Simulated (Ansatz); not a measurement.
`Cl[SiH2][SiH2][GeH3]` + `O[SiH](F)F` → `F[SiH](F)[O][GeH3]` + `[SiH3][SiH2]Cl`  (cleavage of the Ge–Si bond)

Calculated with Ansatz (gas phase, PBE0-D4/def2-TZVP geometries, no zero-point term in ΔE). CCSD(T)/CBS is the MP2 limit (def2-TZVPP, def2-QZVPP) plus CCSD(T) − MP2 in def2-TZVPP, frozen cores. Functionals use def2-TZVPP. For Ge outer-core shells are correlated without core-valence functions, which leaves a few kJ/mol of doubt a bond. Scalar relativity is left out up to krypton. Each species was taken in one conformer, which may not be the lowest.

CCSD(T)/CBS gives -14.1 kJ/mol.

Task: Another level gave -16.9 kJ/mol. Which?
A. PBE/def2-TZVPP
B. r2SCAN-D4/def2-TZVPP
C. SCS-MP2/def2-TZVPP
D. ωB97M-V/def2-TZVPP

Result: D. ωB97M-V -16.9, SCS-MP2/def2-TZVPP -28.7, PBE -0.4, r2SCAN-D4 -10.5 kJ/mol.

Largest T1 diagnostic among the species: 0.012.

From PBE to PBE0 (25 % exact exchange), in def2-TZVPP and without D4, ΔE moves by −4.1 kJ/mol. The D4 term adds +3.2 kJ/mol with B3LYP and +1.9 kJ/mol with PBE0; it sums over pairs of atoms, weighted by their polarisabilities, and B3LYP, whose exchange is more repulsive, gets the larger term.

B3LYP here is the variant with VWN-RPA as its local correlation; programs differ in this.
